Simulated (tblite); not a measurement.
C₆H₆FNO (charge +1 and doublet state).
Atom-mapped SMILES: `[N:1]#[C:2][C@@H:3]1[CH+:4][CH:5][O:6][C@@H:7]([F:8])[CH2:9]1` (hydrogens: H10 on C3; H11 on C4; H12 on C5; H13 on C7; H14, H15 on C9)

Computed geometry: GFN2-xTB, gas phase. This method treats the open shell by occupation alone, without spin polarisation.

Some entries are withheld.

| coordinate | value |
| --- | --- |
| N1≡C2 | 1.136 Å |
| C2–C3 | 1.460 Å |
| C3–C4 | 1.473 Å |
| C4–C5 | ? |
| C5–O6 | 1.298 Å |
| O6–C7 | 1.422 Å |
| C7–F8 | ? |
| C7–C9 | ? |
| C3–C9 | 1.539 Å |
| C3–H10 | 1.111 Å |
| C4–H11 | 1.080 Å |
| C5–H12 | 1.087 Å |
| C7–H13 | 1.097 Å |
| C9–H14 | 1.092 Å |
| C9–H15 | 1.093 Å |
| N1–C2–C3 | ? |
| C2–C3–C4 | 111.5° |
| C2–C3–C9 | 110.9° |
| C4–C3–C9 | 112.4° |
| C3–C4–C5 | 120.4° |
| C4–C5–O6 | ? |
| C5–O6–C7 | 118.0° |
| O6–C7–F8 | 106.3° |
| O6–C7–C9 | 112.1° |
| F8–C7–C9 | ? |
| C3–C9–C7 | 109.1° |

**Question.** Fill in the missing values.

**Answer.** 
- C4–C5 = 1.379 Å, drawn single (ends: carbon bonded to 2 C and H; carbon bonded to C, O and H); 0.08 Å below the sum of covalent radii, 1.46 Å.
- C7–F8 = 1.360 Å, drawn single (ends: carbon bonded to C, F, O and H; fluorine bonded to C); 0.03 Å above the sum of covalent radii, 1.33 Å.
- C7–C9 = 1.524 Å, drawn single (ends: carbon bonded to C, F, O and H; carbon bonded to 2 C and 2 H); equal to the sum of covalent radii, 1.52 Å.
- N1–C2–C3 = 175.5°, at the carbon bonded to C and N; the outer atoms are 2.594 Å apart.
- C4–C5–O6 = 124.5°, at the carbon bonded to C, O and H, inside a 6-membered ring; the outer atoms are 2.370 Å apart.
- F8–C7–C9 = 109.3°, at the carbon bonded to C, F, O and H; the outer atoms are 2.353 Å apart.

Radii are Cordero's, carbon taken as 0.76, 0.73 or 0.69 Å for four, three, and two or fewer neighbours.

Its GFN2-xTB frequencies are all real (lowest 68 cm⁻¹). Torsions: C2–C3–C4–C5 -132°, C3–C4–C5–O6 -10°, C4–C5–O6–C7 -8°, C5–O6–C7–F8 -77°. 3 starts were optimised and ended at 0.00, 2.02 and 2.02 kcal/mol (GFN2-xTB); the lowest of these is shown.

Hardware: an Arm Neoverse V2 with one thread, no GPU, shared host with 96 logical CPUs at a one-minute load of 86. Cost: 0.4 s of wall time. That covers the optimisation of the geometry.

One conformer stands for the species.
